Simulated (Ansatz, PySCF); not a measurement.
Complex: N2 (SMILES N#N) (first 2 atoms) with HBr (SMILES Br); geometry from B3LYP-D3(BJ)/def2-TZVP, rigid monomers moved along the line of their centres of mass till N1···H4 is 3.39 Å.
(charge 0, multiplicity 1):
```
atom   x (Å)    y (Å)    z (Å)
----  ------  -------  -------
N     0.1023  -0.3345   0.1544
N     0.1042  -0.3385  -0.9360
Br    0.0880  -0.2941   4.9728
H     0.0936  -0.3110   3.5472
```

Interaction energies are E(AB) − E(A) − E(B) at the monomers' geometry in the complex; basis-set methods are counterpoise corrected.

Frozen-core correlation. Filled d and f shells under p-block atoms count as core.

The values were computed with Ansatz (a first-principles code); PySCF for the dispersion terms. Each number belongs to the level named beside it.

Problem. Give the interaction energy at the level r2SCAN-D4/def2-TZVPPD.

Solution. -0.4 kcal/mol
